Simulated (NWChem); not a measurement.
System: C₃H₉O₂Si, doublet; SMILES C[Si]([O])(C)OC

NWChem input:

```
start job
memory heap 200 mb stack 900 mb global 1100 mb
geometry units angstroms noautosym nocenter noautoz
  C     -0.013333     2.300894     0.288050
  O     -0.365143     1.173484    -0.502078
  Si     0.129422    -0.379812    -0.193487
  C     -0.417666    -0.977323     1.519236
  C     -0.563692    -1.412483    -1.597185
  O      1.791515    -0.544270    -0.086110
  H      1.074685     2.393319     0.395120
  H     -0.393529     3.196507    -0.212364
  H     -0.463179     2.245342     1.288943
  H     -0.164966    -2.032117     1.663395
  H     -1.506076    -0.862908     1.598361
  H      0.047541    -0.400719     2.324579
  H     -0.142575    -1.102009    -2.558754
  H     -0.335355    -2.472562    -1.446633
  H     -1.651369    -1.291024    -1.651665
end
basis spherical
  * library iglo-ii
end
dft
  odft
  mult 2
  xc pbe0
  iterations 150
  semidirect filesize 400000000
end
property
  hyperfine
end
task dft property
```

The geometry was optimised at B3LYP/6-31G* (spherical d), spin-unrestricted. No stability test was run on the SCF state.

Fermi-contact couplings, non-relativistic, static geometry.

Atoms are numbered as in the input.

Q: What results follow from this input? (PBE0/IGLO-II, spin-unrestricted, contact and dipolar terms.) Quantities: A(iso) 29Si atom 3 (MHz); A(iso) 13C atom 4 (MHz); A(iso) 13C atom 5 (MHz); A(iso) 17O atom 6 (MHz); A(iso) 1H atom 11 (MHz); A(iso) 1H atom 12 (MHz); <S²>.

A: 
```yaml
A(iso) 29Si atom 3 (MHz): 54.3
A(iso) 13C atom 4 (MHz): 41.8
A(iso) 13C atom 5 (MHz): 18.9
A(iso) 17O atom 6 (MHz): -25.5
A(iso) 1H atom 11 (MHz): 24.4
A(iso) 1H atom 12 (MHz): -5.8
"<S²>": 0.754
```
